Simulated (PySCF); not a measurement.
**Successive ionisation energies of lanthanum**

Calculated with PySCF 2.14, two-component X2C-1e (Gaussian nucleus, no Breit or QED terms), each ion in its own even-tempered basis; GMP2 freezes the deep shells of the larger ions and drops the highest virtual spinors; eV.

```json
{"ion": "La(30+)", "configuration": "[Ar] 3d9", "GHF (spin-free)": "1890.6", "GHF (screened spin-orbit)": "1884.4", "GMP2 (screened spin-orbit)": "1885.8", "NIST": "1884 ± 4", "kind": "theoretical"}
{"ion": "La(31+)", "configuration": "[Ar] 3d8", "GHF (spin-free)": "1980.1", "GHF (screened spin-orbit)": "1974.6", "GMP2 (screened spin-orbit)": "1975.8", "NIST": "1974 ± 4", "kind": "theoretical"}
{"ion": "La(32+)", "configuration": "[Ar] 3d7", "GHF (spin-free)": "2071.2", "GHF (screened spin-orbit)": "2070.5", "GMP2 (screened spin-orbit)": "2071.1", "NIST": "2069 ± 4", "kind": "theoretical"}
{"ion": "La(33+)", "configuration": "[Ar] 3d6", "GHF (spin-free)": "2157.7", "GHF (screened spin-orbit)": "2162.6", "GMP2 (screened spin-orbit)": "2163.2", "NIST": "2162 ± 5", "kind": "theoretical"}
{"ion": "La(34+)", "configuration": "[Ar] 3d5", "GHF (spin-free)": "2280.3", "GHF (screened spin-orbit)": "2261.4", "GMP2 (screened spin-orbit)": "2260.5", "NIST": "2259 ± 5", "kind": "theoretical"}
{"ion": "La(35+)", "configuration": "[Ar] 3d4", "GHF (spin-free)": "2370.6", "GHF (screened spin-orbit)": "2375.9", "GMP2 (screened spin-orbit)": "2377.0", "NIST": "2377 ± 5", "kind": "theoretical"}
{"ion": "La(36+)", "configuration": "[Ar] 3d3", "GHF (spin-free)": "2468.4", "GHF (screened spin-orbit)": "2472.5", "GMP2 (screened spin-orbit)": "2473.1", "NIST": "2473 ± 5", "kind": "theoretical"}
{"ion": "La(37+)", "configuration": "[Ar] 3d2", "GHF (spin-free)": "2567.9", "GHF (screened spin-orbit)": "2577.8", "GMP2 (screened spin-orbit)": "2577.6", "NIST": "2577 ± 4", "kind": "theoretical"}
{"ion": "La(38+)", "configuration": "[Ar] 3d1", "GHF (spin-free)": "2662.6", "GHF (screened spin-orbit)": "2675.8", "GMP2 (screened spin-orbit)": "2675.4", "NIST": "2674 ± 4", "kind": "theoretical"}
{"ion": "La(39+)", "configuration": "[Ar]", "GHF (spin-free)": "2982.4", "GHF (screened spin-orbit)": "2950.8", "GMP2 (screened spin-orbit)": "2951.6", "NIST": "2950 ± 4", "kind": "theoretical"}
{"ion": "La(40+)", "configuration": "[Ne] 3s2 3p5", "GHF (spin-free)": "3066.9", "GHF (screened spin-orbit)": "3037.9", "GMP2 (screened spin-orbit)": "3038.9", "NIST": "3036 ± 4", "kind": "theoretical"}
{"ion": "La(41+)", "configuration": "[Ne] 3s2 3p4", "GHF (spin-free)": "3152.3", "GHF (screened spin-orbit)": "3134.3", "GMP2 (screened spin-orbit)": "3134.5", "NIST": "3133 ± 4", "kind": "theoretical"}
```
